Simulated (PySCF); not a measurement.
H9NSi3, SMILES [SiH3]N[SiH2][SiH3]. The structure is a stationary point at PBE-D3(BJ)/def2-SVP. One conformer was computed; it need not be the lowest.

Q: Give the equilibrium geometry at PBE-D3(BJ)/def2-SVP (PySCF confirms it by a frequency run) as bond lengths and angles. (The exact figures need the calculation; the answer reports its results.)

A: Several could match; the one computed here: 
Atoms: Si1 N2 Si3 Si4 H5 H6 H7 H8 H9 H10 H11 H12 H13. Bonded distances (Å): Si1–N2 1.752, Si1–H5 1.506, Si1–H6 1.509, Si1–H7 1.503, N2–Si3 1.759, N2–H8 1.026, Si3–Si4 2.355, Si3–H9 1.510, Si3–H10 1.513, Si4–H11 1.508, Si4–H12 1.505, Si4–H13 1.505. Bond angles (°): N2–Si1–H5 110.2, N2–Si1–H6 114.1, N2–Si1–H7 107.0, H5–Si1–H6 107.4, H5–Si1–H7 109.9, H6–Si1–H7 108.2, Si1–N2–Si3 129.5, Si1–N2–H8 115.3, Si3–N2–H8 114.6, N2–Si3–Si4 111.4, N2–Si3–H9 109.6, N2–Si3–H10 112.9, Si4–Si3–H9 108.8, Si4–Si3–H10 107.8, H9–Si3–H10 106.1, Si3–Si4–H11 107.0, Si3–Si4–H12 111.7, Si3–Si4–H13 112.1, H11–Si4–H12 108.6, H11–Si4–H13 108.2, H12–Si4–H13 109.1.
Charge 0, spin multiplicity 1.
